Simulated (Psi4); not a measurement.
diarsenic (As$_{2}$), singlet, geometry from GFN2-xTB, with bond 2-1 at 1.3 times its length; R2SCAN/STO-3G in Psi4 1.11.

The Psi4 input:
```
memory 2 GB

molecule {
0 1
As   -0.00000000   -0.00000000   -1.04699221
As    0.00000000    0.00000000    1.67518754
}

set {
  basis sto-3g
  d_convergence 1e-4
}

energy('r2scan')
print_variables()
```

The log (banner, timings and long lists left out):

```
   => Loading Basis Set <=

    Name: STO-3G
    Role: ORBITAL
    Keyword: BASIS

         ---------------------------------------------------------
                                   SCF
               by Justin Turney, Rob Parrish, Andy Simmonett
                          and Daniel G. A. Smith
                              RKS Reference
         ---------------------------------------------------------

  ==> Geometry <==

    Molecular point group: d2h
    Full point group: D_inf_h

    Geometry (in Angstrom), charge = 0, multiplicity = 1:

       Center              X                  Y                   Z               Mass
    ------------   -----------------  -----------------  -----------------  -----------------
         AS           0.000000000000     0.000000000000    -1.361089875000    74.921594570000
         AS           0.000000000000     0.000000000000     1.361089875000    74.921594570000

  Running in d2h symmetry.

  Rotational constants: A = ************  B =      0.06073  C =      0.06073 [cm^-1]
  Rotational constants: A = ************  B =   1820.56666  C =   1820.56666 [MHz]
  Nuclear repulsion =  211.695786224120582

  Charge       = 0
  Multiplicity = 1
  Electrons    = 66
  Nalpha       = 33
  Nbeta        = 33

  ==> Algorithm <==

  SCF Algorithm Type is DF.
  DIIS enabled.
  MOM disabled.
  Fractional occupation disabled.
  Guess Type is SAD.
  Energy threshold   = 1.00e-06
  Density threshold  = 1.00e-04
  Integral threshold = 1.00e-12

  ==> Primary Basis <==

  Basis Set: STO-3G
    Blend: STO-3G
    Number of shells: 16
    Number of basis functions: 36
    Number of Cartesian functions: 38
    Spherical Harmonics?: true
    Max angular momentum: 2

  ==> DFT Potential <==

   => LibXC <=

    Version 7.1.2
    S. Lehtola, C. Steigemann, M. J. T. Oliveira, and M. A. L. Marques,  SoftwareX 7, 1–5 (2018) (10.1016/j.softx.2017.11.002)

   => Composite Functional: R2SCAN <=

    r2SCAN Meta-GGA XC Functional  (0.1021/acs.jpclett.0c02405)
    J. W. Furness, A. D. Kaplan, J. Ning, J. P. Perdew, J. Sun  J. Phys. Chem. Lett.  11, 8208–8215, 2020

    Deriv               =              1
    GGA                 =           TRUE
    Meta                =           TRUE

    Exchange Hybrid     =          FALSE
    MP2 Hybrid          =          FALSE

   => Exchange Functionals <=

    1.0000   XC_MGGA_X_R2SCAN

   => Correlation Functionals <=

    1.0000   XC_MGGA_C_R2SCAN

   => LibXC Density Thresholds  <==

    XC_MGGA_C_R2SCAN:  1.00E-15
    XC_MGGA_X_R2SCAN:  1.00E-11

   => Molecular Quadrature <=

    Radial Scheme          =       TREUTLER
    Pruning Scheme         =           NONE
    Nuclear Scheme         =       TREUTLER

    Blocking Scheme        =         OCTREE
    BS radius alpha        =              1
    Pruning alpha          =              1
    Radial Points          =             75
    Spherical Points       =            302
    Total Points           =          38300
    Total Blocks           =            352
    Max Points             =            246
    Max Functions          =             31
    Weights Tolerance      =       1.00E-15

   => Loading Basis Set <=

    Name: (STO-3G AUX)
    Role: JKFIT
    Keyword: DF_BASIS_SCF

  ==> Integral Setup <==

  SCF_SUBTYPE=INCORE selected. In-core MEM_DF algorithm will be used.
  Using in-core AOs.

  ==> MemDFJK: Density-Fitted J/K Matrices <==

    J tasked:                   Yes
    K tasked:                    No
    wK tasked:                   No
    Algorithm:                 Core
    Schwarz Cutoff:           1E-12
    Mask sparsity (%):      17.7469
    Fitting Condition:        1E-10

   => Auxiliary Basis Set <=

  Basis Set: (STO-3G AUX)
    Blend: DEF2-UNIVERSAL-JKFIT
    Number of shells: 120
    Number of basis functions: 532
    Number of Cartesian functions: 742
    Spherical Harmonics?: true
    Max angular momentum: 5

  Minimum eigenvalue in the overlap matrix is 4.6868705839E-01.
  Reciprocal condition number of the overlap matrix is 2.9930848818E-01.
    Using symmetric orthogonalization.

  ==> Pre-Iterations <==

  SCF Guess: Superposition of Atomic Densities via on-the-fly atomic UHF (no occupation information).

   -------------------------
    Irrep   Nso     Nmo
   -------------------------
     Ag         9       9
     B1g        1       1
     B2g        4       4
     B3g        4       4
     Au         1       1
     B1u        9       9
     B2u        4       4
     B3u        4       4
   -------------------------
    Total      36      36
   -------------------------

  ==> Iterations <==

                           Total Energy        Delta E     RMS |[F,P]|

   @DF-RKS iter SAD: -4417.46650834166485   -4.41747e+03   0.00000e+00
   @DF-RKS iter   1: -4421.13881679239603   -3.67231e+00   2.76568e-02 ADIIS/DIIS
   @DF-RKS iter   2: -4421.18044843320149   -4.16316e-02   9.68715e-04 ADIIS/DIIS
   @DF-RKS iter   3: -4421.18057341766144   -1.24984e-04   1.33539e-04 ADIIS/DIIS
   @DF-RKS iter   4: -4421.18058026196559   -6.84430e-06   5.37332e-06 DIIS
   @DF-RKS iter   5: -4421.18058027144980   -9.48421e-09   4.26239e-08 DIIS
  Energy and wave function converged.

  ==> Post-Iterations <==

   Electrons on quadrature grid:
      Ntotal   =   66.0000091279 ; deviation = 9.128e-06

    Orbital Energies [Eh]
    ---------------------

    Doubly Occupied:

[...]
    Virtual:

[...]
    Final Occupation by Irrep:
             Ag   B1g   B2g   B3g    Au   B1u   B2u   B3u
    DOCC [     9,    1,    3,    3,    1,    8,    4,    4 ]
    NA   [     9,    1,    3,    3,    1,    8,    4,    4 ]
    NB   [     9,    1,    3,    3,    1,    8,    4,    4 ]

  @DF-RKS Final Energy: -4421.18058027144980

   => Energetics <=

    Nuclear Repulsion Energy =            211.6957862241205817
    One-Electron Energy =               -6626.0315233894980338
    Two-Electron Energy =                2161.0369115738412802
    DFT Exchange-Correlation Energy =    -167.8817546799140530
    Empirical Dispersion Energy =           0.0000000000000000
    VV10 Nonlocal Energy =                  0.0000000000000000
    Total Energy =                      -4421.1805802714497986

Computation Completed

Properties will be evaluated at   0.000000,   0.000000,   0.000000 [a0]

Properties computed using the SCF density matrix

 Multipole Moments:

 ------------------------------------------------------------------------------------
     Multipole            Electronic (a.u.)      Nuclear  (a.u.)        Total (a.u.)
 ------------------------------------------------------------------------------------

 L = 1.  Multiply by 2.5417464519 to convert [e a0] to [Debye]
 Dipole X            :          0.0000000            0.0000000            0.0000000
 Dipole Y            :          0.0000000            0.0000000            0.0000000
 Dipole Z            :          0.0000000            0.0000000            0.0000000
 Magnitude           :                                                    0.0000000

 ------------------------------------------------------------------------------------

  Variable Map:
  ----------------------------------------------------------------------------
[...]
  Array Variable Map:
  ----------------------------------------------------------------------------
[...]
[...]
```
